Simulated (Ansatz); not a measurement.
CH$_{4}$BNS, SMILES `NB1CS1` from Hartree–Fock to CCSD(T)

```json
{"atom": "N1", "x (Å)": "1.504", "y (Å)": "0.091", "z (Å)": "-0.090"}
{"atom": "B2", "x (Å)": "0.146", "y (Å)": "0.269", "z (Å)": "0.082"}
{"atom": "C3", "x (Å)": "-1.250", "y (Å)": "-0.346", "z (Å)": "-0.019"}
{"atom": "S4", "x (Å)": "-1.100", "y (Å)": "1.418", "z (Å)": "0.584"}
{"atom": "H5", "x (Å)": "2.178", "y (Å)": "0.810", "z (Å)": "0.106"}
{"atom": "H6", "x (Å)": "1.899", "y (Å)": "-0.770", "z (Å)": "-0.423"}
{"atom": "H7", "x (Å)": "-1.758", "y (Å)": "-0.437", "z (Å)": "-0.975"}
{"atom": "H8", "x (Å)": "-1.619", "y (Å)": "-1.035", "z (Å)": "0.736"}
```

Charge 0, multiplicity 1. All single points use the PBE0-D4/def2-TZVP geometry. It is one conformer, not always the lowest. Frozen core, restricted reference, Ansatz. CBS rows extrapolate triple and quadruple zeta; past MP2 they add the triple-zeta difference.

| basis | HF (Eh) | MP2 corr. | CCSD corr. | (T) | CCSD(T) total |
| --- | --- | --- | --- | --- | --- |
| def2-SVP | -516.69098 | -0.51639 | -0.55366 | ? | ? |
| def2-TZVPP | -516.96397 | -0.64850 | -0.68017 | -0.03182 | -517.67596 |
| def2-QZVPP | ? | ? | – | – | – |
| CBS(def2) | -516.98276 | -0.73089 | ? | as TZ | ? |

(1) Fill in the withheld values. (Estimate.)

Results:

(1) Ansatz gave: def2-SVP (T): -0.01881; def2-SVP CCSD(T) total: -517.26345; def2-QZVPP HF (Eh): -516.98049; def2-QZVPP MP2 corr.: -0.69583; CBS(def2) CCSD corr.: -0.76255; CBS(def2) CCSD(T) total: -517.77713.
